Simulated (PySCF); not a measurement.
CH10FNSi3, SMILES N[SiH2][Si@@H](F)C[SiH3].

The structure is a stationary point at B3LYP-D3(BJ)/def2-SVP. The structure was generated by enumeration; whether it is a known compound was not checked. Other conformers were not sampled.

Computed with TDA-M06-2X/def2-SVPD in PySCF.

Vertical excitations. The molecule is in vacuum.

| state | energy (eV) | λ (nm) | f | main pairs |
|---|---|---|---|---|
| S1 | 5.91 | 210 | 0.011 | HOMO→LUMO 84 % |
| S2 | 6.34 | 196 | 0.027 | HOMO→LUMO+1 76 % |
| S3 | 6.78 | 183 | 0.040 | HOMO−1→LUMO 73 % |
| S4 | 7.18 | 173 | 0.016 | HOMO→LUMO+2 63 %, HOMO−1→LUMO+1 12 % |
| S5 | 7.29 | 170 | 0.035 | HOMO−1→LUMO+1 63 % |
| S6 | 7.52 | 165 | 0.146 | HOMO→LUMO+4 42 %, HOMO→LUMO+3 26 % |
| T1 | 5.56 | 223 | 0 | HOMO→LUMO 87 % |
| T2 | 5.72 | 217 | 0 | HOMO→LUMO+1 71 % |
Triplets are in the Tamm–Dancoff approximation.
